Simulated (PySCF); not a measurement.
**Stationary points of TaH₄⁺**

All numbers come from PBE0 in PySCF with Ta def2-TZVP with ECP60, H def2-TZVP; scalar-relativistic core potentials, no spin–orbit coupling; density-fitted integrals.

Relaxations began from a few typed shapes. The search is not exhaustive: other isomers or separated fragments can lie lower, and high-lying points may rest on an excited occupation.

Problem. Which is the lowest minimum found?
A. singlet C4v: Ta–H 1.707 Å (×4); H–Ta–H 71.8° (×4), H–Ta–H 112.1° (×2)
B. singlet Td: Ta–H 1.731 Å (×4); H–Ta–H 109.5° (×6)

Solution. B. The others lie at 55.6 (singlet C4v) kJ/mol above it.

Formally Ta is in oxidation state +5, d0. The polar-tensor charge on Ta, 1.67, is far below the formal one.

For the lowest minimum: with an element this heavy the missing spin–orbit coupling can shift these numbers.
